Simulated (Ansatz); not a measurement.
A nudged elastic band was laid between two geometries of C$_{2}$H$_{8}$N$_{2}$OSi (14 atoms, charge 0, multiplicity 1).

Computed with Ansatz, RKS B3LYP-D4/STO-3G.

```yaml
movable_images: 5
climbing_image: yes
spring: 5.0 eV/Å²
optimiser: quadratic models (default)
start_path: IDPP
force_threshold: 0.05 eV/Å
iteration_limit: 60
end_points: relaxed
```

First end point:

```xyz
14
Properties=species:S:1:pos:R:3
N 0.006 0.266 -1.446
C 0.293 0.099 -0.166
C 1.655 0.579 0.451
O 2.350 1.407 -0.545
N -0.647 -0.516 0.685
Si -2.153 -1.130 0.015
H 0.899 0.758 -1.806
H 2.309 -0.298 0.646
H 1.488 1.106 1.418
H 1.832 2.292 -0.475
H -0.346 -0.683 1.663
H -2.938 -0.050 -0.539
H -2.857 -1.727 1.126
H -1.902 -2.131 -0.999
```

Last end point:

```xyz
14
Properties=species:S:1:pos:R:3
N 0.154 0.549 -1.768
C 0.348 0.369 -0.469
C 1.545 0.851 0.444
O 1.452 0.188 1.763
N -0.579 -0.316 0.325
Si -2.092 -0.948 -0.294
H 1.012 1.094 -2.109
H 1.442 1.941 0.635
H 2.522 0.679 -0.057
H 1.906 -0.714 1.573
H -0.203 -0.336 1.308
H -2.906 0.115 -0.841
H -2.766 -1.555 0.831
H -1.848 -1.946 -1.313
```

**Question.** Which bonds break or form, and what moves?

**Answer.** No bond is made or broken. The dihedral N1–C2–C3–O4 goes from 10 to -169°.

**Question.** Give the energies along the band, and the barrier.

**Answer.** It converged. The highest image is number 2 of 0 to 6, 0.134 eV above the first end and 0.185 eV above the last; the last end lies 0.051 eV below the first. A vibrational analysis at the climbing image gives one clearly imaginary mode, 56i cm⁻¹: a first-order saddle point. Limits of this set-up: minimal basis.

| image | path coordinate (Å) | energy (eV) | dihedral N1–C2–C3–O4 (°) |
| --- | --- | --- | --- |
| 0 | 0.00 | 0.000 | 10 |
| 1 | 1.21 | 0.089 | -16 |
| 2 | 2.42 | 0.134 | -46 |
| 3 | 3.63 | 0.115 | -75 |
| 4 | 4.84 | 0.074 | -106 |
| 5 | 6.06 | 0.016 | -138 |
| 6 | 7.27 | -0.051 | -169 |

**Question.** What is the geometry of the highest image?

**Answer.** 
```xyz
14
Properties=species:S:1:pos:R:3:forces:R:3
N -0.254 0.674 -1.252 0.01 -0.04 -0.04
C 0.219 0.286 -0.072 0.02 -0.01 0.00
C 1.554 0.754 0.612 -0.01 -0.02 0.00
O 2.705 0.760 -0.297 0.02 0.00 -0.02
N -0.578 -0.630 0.643 -0.02 0.02 0.01
Si -2.070 -1.207 -0.096 0.00 -0.01 0.00
H 0.459 1.374 -1.644 -0.02 0.04 0.03
H 1.815 0.056 1.434 0.00 0.00 0.01
H 1.377 1.760 1.069 0.00 -0.01 -0.01
H 2.346 1.325 -1.080 0.00 0.01 0.01
H -0.162 -1.041 1.501 0.00 0.02 0.00
H -2.992 -0.112 -0.294 0.00 0.00 0.00
H -2.621 -2.147 0.853 0.00 0.01 0.00
H -1.812 -1.882 -1.348 0.00 0.00 0.00
```

**Question.** What are the harmonic wavenumbers there?

**Answer.** 56i, 105, 145, 207, 238, 270, 325, 361, 520, 638, 751, 782, 840, 893, 958, 1014, 1072, 1105, 1109, 1126, 1226, 1281, 1360, 1434, 1573, 1593, 1639, 1733, 2645, 2696, 2704, 3225, 3380, 3431, 3654, 3778 cm⁻¹.

Time of the run: 2.7 min on 1 thread of Arm Neoverse V1, on a shared host, peak memory 0.12 GiB.
